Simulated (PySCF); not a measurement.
Computed shifts of a molecule C4H7Cl, PySCF with B3LYP/pcSseg-1, GIAO, gas phase, atoms alike by connectivity averaged where their shifts nearly agree, in ppm (number of nuclei): ¹³C: 146.1 (1), 127.8 (1), 52.1 (1), 46.6 (1). ¹H: 6.06 (1), 5.68 (1), 5.54 (1), 3.56 (1), 3.39 (1), 2.71 (1), 2.49 (1). References: ¹³C against TMS (σ = 181.3 ppm); ³⁵Cl against HCl (σ = 933.3 ppm); ¹H against TMS (σ = 31.68 ppm), references at their B3LYP-D3(BJ)/def2-TZVP geometries, non-relativistic (without spin–orbit terms, shifts of atoms bonded to Cl or Br come out too high). Geometry optimised at PBE0-D3(BJ)/def2-SVP. One conformer was computed; it need not be the lowest.

Question: Which molecule gave these data?
(A) C/C=C(\C)Cl
(B) CC(C)=CCl
(C) ClC1CCC1
(D) C=CCCCl

Answer: D, C=CCCCl
